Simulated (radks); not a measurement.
Task: The lead ion Pb59+, 23 electrons, occupied as [Ar] 3d5 (the NIST ground configuration). Method: scalar-relativistic Kohn-Sham, PBE, spin-polarised, spherical densities, finite nucleus; open shells are filled with parallel spins first (spin-orbit coupling, left out, can overturn this in heavy ions); Fermi nuclear charge, rms radius 5.5012 fm; computed with a radial shooting solver on a logarithmic mesh with Libxc functionals. Some entries of the table are withheld. Estimate them.

orbital  occ.  eigenvalue (eV)  r(max) (bohr)
1s up       1        -92147.13       0.009846
1s down     1        -92146.81       0.009846
2s up       1        -19745.83        0.05705
2s down     1        -19718.31        0.05701
2p up       3        -17523.20        0.04748
2p down     3        -17500.77        0.04744
3s up       1        -7389.085         0.1571
3s down     1        -7357.017         0.1573
3p up       3        -6743.104            (1)
3p down     3        -6711.070            (2)
3d up       5        -6164.771         0.1254
3d down     0        -6124.101         0.1257

Result: 
(1) 3p up r(max) (bohr): 0.1561
(2) 3p down r(max) (bohr): 0.1563
